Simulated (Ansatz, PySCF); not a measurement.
Breaking the O2–H6 bond in GeH4O (SMILES [OH][GeH3]) (multiplicity 1 held, fragments rigid). Energies count from the point at 0.962 Å.
Geometry at that point (charge 0, multiplicity 1):
```xyz
6

Ge    -0.3290     0.0681     0.0733
O      1.3571    -0.3572    -0.3717
H     -0.5445    -0.1551     1.5839
H     -1.1863    -0.8852    -0.7652
H     -0.6085     1.5428    -0.2811
H      2.0121     0.1748     0.0902
```

Restricted levels (R-, RO-) in cc, def2 and unpolarised 6-31G sets keep to the state of the molecule at rest. Active spaces are followed from a long bond inwards. Curves can end on different states.

Frozen-core correlation. Filled d and f shells under p-block atoms count as core. Rows in 3-21G carry no dispersion term and start afresh at each structure; the Pople sets are all-electron and without relativity.

The values were computed with Ansatz (Gaussian orbitals); PySCF for 3-21G rows. Values without a source in brackets are computed.

**Question.** What energy at R = 3.078 Å does R-HF/3-21G give?

**Answer.** 901 kJ/mol

**Question.** Estimate the energy at R = 3.078 Å that CASSCF(4,3)/cc-pVTZ returns for this input.

**Answer.** 429 kJ/mol

**Question.** Estimate the energy at R = 3.078 Å that R-HF/cc-pVTZ returns for this input.

**Answer.** 907 kJ/mol

Doubts at one or more of the structures used: a restricted determinant that unrestricted orbitals would lower (R-HF/3-21G, R-HF/cc-pVTZ); active orbitals that take no part (CASSCF(4,3)/cc-pVTZ).

Ansatz is an electronic-structure program.
